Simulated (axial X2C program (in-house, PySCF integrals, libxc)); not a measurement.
Potential curves of GeSb, spin-free

Calculated with an in-house all-electron X2C program for linear molecules (integrals from PySCF). Spin-free means the one-electron spin-free X2C Hamiltonian. Basis: Sb dyall-cv3z [11s12p8d4f1g], Ge dyall-cv3z [9s9p7d4f1g] (cores contracted in-house); Gaussian nuclei, density fitting, unrestricted open shells. Masses: Sb 120.904 u, Ge 73.921 u.

State: M_S = 1/2, Λ = 1 (beyond evenly filled blocks: π+α, π+β, π-α). Energies in eV from the fragments at the same level (Sb + Ge). Fits are polynomials in 1 − R0/R over 0.85 to 1.23 times the lowest point R0.

```json
{"R (Å)": "2.2974", "CCSD": "-1.8777", "HF": "-0.2607", "PBE0": "-2.4205", "CCSD(T)": "-2.0752"}
{"R (Å)": "2.3707", "CCSD": "-2.0229", "HF": "-0.4549", "PBE0": "-2.5501", "CCSD(T)": "-2.2276"}
{"R (Å)": "2.4440", "CCSD": "-2.0704", "HF": "-0.5714", "PBE0": "-2.5825", "CCSD(T)": "-2.2790"}
{"R (Å)": "2.5295", "CCSD": "-2.0377", "HF": "-0.6331", "PBE0": "-2.5283", "CCSD(T)": "-2.2452"}
{"R (Å)": "2.6151", "CCSD": "-1.9421", "HF": "-0.6356", "PBE0": "-2.4043", "CCSD(T)": "-2.1418"}
{"R (Å)": "2.7251", "CCSD": "-1.7679", "HF": "-0.5786", "PBE0": "-2.1922", "CCSD(T)": "-1.9502"}
```

Correlated methods: 9 electrons correlated (number of frozen shells: Sb 4 s, 3 p, 2 d; Ge 3 s, 2 p, 1 d), 295 virtual spin orbitals or spinors in MP2, 90 natural virtuals in coupled cluster.

The state is one determinant whose occupation by symmetry is held fixed; it was picked as the lowest of a PBE0 search that is not exhaustive. Dissociation energies refer to the lowest single-determinant-based atoms at the same level and basis. CCSD and (T) use frozen natural virtuals with an MP2 correction for the truncation; (T) itself is uncorrected, so its De runs slightly low. PBE0 can misorder states that lie within some tenths of an eV, so this need not be the ground state of the molecule. The nearest other spin-free determinant of the search, M_S = 1/2, Λ = 0, lies 0.35 eV up at the distance of the search. Without a current term, density functionals place determinants with orbital angular momentum somewhat too high. The determinant is spin-polarised beyond a pure state at some levels (its spin-free form has ⟨S²⟩ too high), which makes Re and μ there less reliable. The T1 diagnostic is large, a sign of multireference character. With the outer-core shells frozen, correlated bond lengths of heavy atoms tend to come out a few hundredths of an ångström too long. Spin-free De lacks the spin–orbit lowering of the heavy p-block atom, a tenth of an eV or more for 4p and 5p, up to an eV for 6p and one to two eV for 7p atoms, less what an open-shell molecule gains itself. Coupled cluster ran on the points near the minimum only. MP2 and coupled cluster on one determinant become unreliable at the stretched end.

What are Re, ωe and De at the CCSD level?

At CCSD, spin-free: Re = 2.452 Å, ωe ≈ 273 cm⁻¹, De = 2.07 eV to Sb + Ge; Be follows as 0.0611 cm⁻¹.

What are Re, ωe and De at the HF level?

At HF, spin-free: Re = 2.576 Å, ωe ≈ 200 cm⁻¹, De = 0.64 eV to Sb + Ge; Be follows as 0.0554 cm⁻¹.

What are Re, ωe and De at the PBE0 level?

At PBE0, spin-free: Re = 2.436 Å, ωe ≈ 292 cm⁻¹, De = 2.58 eV to Sb + Ge; Be follows as 0.0619 cm⁻¹.

What are Re, ωe and De at the CCSD(T) level?

At CCSD(T), spin-free: Re = 2.454 Å, ωe ≈ 282 cm⁻¹, De = 2.28 eV to Sb + Ge; Be follows as 0.061 cm⁻¹.
